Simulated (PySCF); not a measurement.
SMILES [Si]([Si](Cl)Cl)([Si](Cl)(Cl)Cl)(Cl)Cl, doublet (CAM-B3LYP/def2-SVP optimised geometry):

```
10

Cl     2.471     2.505     1.678
Si     0.408     2.424     1.799
Cl    -0.129     1.456     3.547
Si    -0.369     1.109     0.000
Cl    -2.430     1.088     0.080
Cl     0.264     1.999    -1.749
Si     0.380    -1.109     0.000
Cl    -0.305    -2.114    -1.649
Cl    -0.292    -2.042     1.696
Cl     2.430    -1.109     0.000
```

Level of theory: PySCF with unrestricted CAM-B3LYP/def2-TZVP.

Problem. What are the frontier orbital energies (α orbitals alone; a β orbital can be the lowest empty one) and the dipole moment?

Solution. HOMO-2 -10.85 eV, HOMO-1 -10.01 eV, HOMO -8.02 eV, LUMO -0.62 eV, LUMO+1 -0.43 eV; dipole moment 0.77 D.

Meta-Löwdin charges at CAM-B3LYP/def2-TZVP: Cl1 -0.25, Si2 0.51, Cl3 -0.25, Si4 0.53, Cl5 -0.27, Cl6 -0.27, Si7 0.78, Cl8 -0.26, Cl9 -0.26, Cl10 -0.26.
